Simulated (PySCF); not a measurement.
Isomers C5H14Si3:

A. SMILES C=CC1[SiH2]C[SiH2]C[SiH2]1
B. SMILES [SiH2]1C[SiH](C=C)C[SiH2]C1
C. `C=C[Si]([SiH3])([SiH3])C1CC1`

Spectrum 1. 13C{1H} NMR (computed): δ 147.1 (CH), 141.8 (CH2), -7.4 (CH2), -8.9 (CH2).

Spectrum 2. 13C{1H} NMR (computed): δ 143.3 (CH), 120.2 (CH2), 19.5 (CH), -11.7 (CH2).

Spectrum 3. 13C{1H} NMR (computed): δ 144.2 (CH2), 143.4 (CH), 5.0 (CH2), -5.0 (CH).

[PySCF 2.14.0 with density-fitted response routines: geometry from PBE0-D3(BJ)/def2-SVP; GIAO PBE0/pcSseg-1 shieldings; fast rotation and ring inversion assumed for equivalent nuclei; relativity neglected; gas phase; a single conformation]

Chemical shifts δ = σref − σ; 13C (σref 184.41) vs TMS, all at this level. Shifts are as computed. Against solution values, carbons near 30 ppm lie about +2 ppm off and those near 130 ppm about +5 ppm. Of 1211 compounds with measured shifts, 218 miss one by over three times the rms of a fit or turn the order of signals round; such compounds aren't used in these exercises.

Q: Which spectrum belongs to which compound?

A: 1–B, 2–A, 3–C.

- Spectrum 1 (B): 4 13C signals; δC 147.1 is an alkene CH; δC 141.8 is a terminal =CH2 carbon.
- Spectrum 2 (A): 4 13C signals; δC 143.3 is an alkene CH; δC 120.2 is a terminal =CH2 carbon.
- Spectrum 3 (C): 4 13C signals; δC 144.2 is a terminal =CH2 carbon; δC 143.4 is an alkene CH.
